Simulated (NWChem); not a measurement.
# Lowest excitation of C2H3B

```xyz
6

B      0.0000     0.0000     1.4048
C      0.0000     0.0000    -0.1026
C      0.0000     0.0000    -1.3365
H      0.0000     0.0000    -2.4193
H     -1.0514     0.0000     2.0151
H      1.0514     0.0000     2.0151
```
Charge 0, spin multiplicity 1.

All runs are NWChem calculations. The geometry was optimised at PBE/def2-SVP, a minimum by its harmonic frequencies. It is one conformer; others weren't searched.

Basis set: aug-cc-pVDZ.

The correlated methods keep 3 core orbitals frozen. B3LYP has NWChem's definition, with VWN1-RPA local correlation. The structure started from a generated list of species. Coupled-cluster values serve here as a point of comparison, not as the truth.

Problem. For the lowest vertical singlet excitation energy, EOM-CCSD gives 4.33 eV and TD-PBE gives 3.45 eV. What do CIS, TD-B3LYP, TDA-CAM-B3LYP give?

Solution. CIS: 4.20 eV; TD-B3LYP: 3.65 eV; TDA-CAM-B3LYP: 3.78 eV.
